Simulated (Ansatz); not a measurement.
Input for Ansatz (development build ahead of 0.2.0):

```yaml
crystal:
  periodic: [false, false, false]
  atoms:
    - { symbol: H, position_ang: [2.5, 0.0, 0.0] }
    - { symbol: H, position_ang: [1.25, 2.165, 0.0] }
    - { symbol: H, position_ang: [-1.25, 2.165, 0.0] }
    - { symbol: H, position_ang: [-2.5, 0.0, 0.0] }
    - { symbol: H, position_ang: [-1.25, -2.165, 0.0] }
    - { symbol: H, position_ang: [1.25, -2.165, 0.0] }
basis:
  gaussian: { orbitals: pcseg-2 }
magnetization:
  spin_polarized: true
hamiltonian:
  xc: pbe0
```

The input is written out in the form of the current development build from the run's settings.

Output:

```
Converged                       : yes
Total energy                    : -3.02102 hartree
Spin squared of the determinant : 2.733
Stability test                  : minimum
```

Caution: the unrestricted determinant is a mixture of spin states.
